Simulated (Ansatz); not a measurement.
[Au(NH3)2]+ (AuN2H6⁺). Charge 1, multiplicity 1. Geometry relaxed at PBE-D4/def2-TZVP.

```xyz
9

Au    0.000    0.000    0.000
N    -1.104   -0.726    1.582
H    -0.756   -0.366    2.478
H    -1.066   -1.751    1.626
H    -2.091   -0.458    1.504
N     1.104    0.726   -1.582
H     1.015    1.745   -1.664
H     0.797    0.318   -2.472
H     2.101    0.512   -1.472
```

In the def2 sets Au takes a core potential; there is no spin–orbit coupling. The relaxation made no stability test and no search for a lower SCF solution.

(1) Estimate the harmonic wavenumbers at RKS PBE-D4/def2-TZVP (Ansatz, unscaled). Is this a minimum?

Results:

(1) 5i, 166, 166, 479, 489, 717, 717, 776, 776, 1287, 1290, 1609, 1609, 1609, 1609, 3360, 3362, 3453, 3453, 3453, 3453 cm⁻¹. Yes, no mode is imaginary beyond noise. Zero-point energy 202.4 kJ/mol. It took 42 s on 4 threads of Arm Neoverse V1 on a shared host.
